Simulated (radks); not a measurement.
Values are calculated unless marked as measured or tabulated.
Ionisation ladder of lithium, from Li I to Li III. Each ion is in the ground configuration listed by NIST, and IE = E(next ion) - E(this ion), with E = 0 for the bare nucleus. Level of theory: Dirac Kohn-Sham, PBE, spin-unpolarised, spherical densities, point nucleus (a radial shooting solver on a logarithmic mesh with Libxc functionals).

species  configuration  E (hartree)  IE, Delta-SCF (eV)  <r> HOMO (bohr)  IE, NIST (eV)    kind  error (eV)
Li I          [He] 2s1     -7.45220               5.296             3.91          5.392    exp.      -0.095
Li II             [He]     -7.25756              79.266            0.579         75.640  theory      +3.626
Li III             1s1     -4.34457              118.22            0.515         122.45  theory        -4.2

Reference values: NIST Atomic Spectra Database (exp. = measured, semi-emp. = semi-empirical, theory = theoretical value adopted there). The ionisation energy per charge of the ion left behind rises most, in proportion, at Li II ([He]), from 5.296 to 39.633 eV. Spin polarisation and multiplet splitting are left out, so open shells lie too high by an amount that depends on their filling.

Beside tabulated values, note that spin-unpolarised runs miss the spin-polarisation part of the exchange energy of open shells.
